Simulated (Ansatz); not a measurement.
BiH₂Br. The state is a singlet with charge 0. Geometry r2SCAN-D4/def2-TZVP, basis def2-TZVP, Ansatz.

```
run  HOMO (eV)  LUMO (eV)
  A      -7.21      -2.39
  B      -7.17      -2.31
  C     -10.13      -0.02
  D      -8.85      -1.13
  E      -6.60      -3.02
  F      -6.75      -2.57
```

In the def2 sets Bi takes a core potential; there is no spin–orbit coupling. LC-ωPBE has ω = 0.4 bohr⁻¹. HSE06 is defined as in plane-wave codes, on full-range PBE exchange.

**Question.** The runs used CAM-B3LYP, HSE06, LC-ωPBE, LDA (SPW92), r2SCAN, r2SCANh. Estimate which is which.

**Answer.** A HSE06 (range-separated); B r2SCANh (10 % exact exchange); C LC-ωPBE (range-separated); D CAM-B3LYP (range-separated); E LDA (SPW92) (0 % exact exchange); F r2SCAN (0 % exact exchange). Exact exchange lowers occupied and raises empty levels; among semilocal functionals meta-GGAs tend to open the gap a little, and such runs are hard to tell apart. The gap grows from 3.58 eV (LDA (SPW92)) to 10.11 eV (LC-ωPBE).
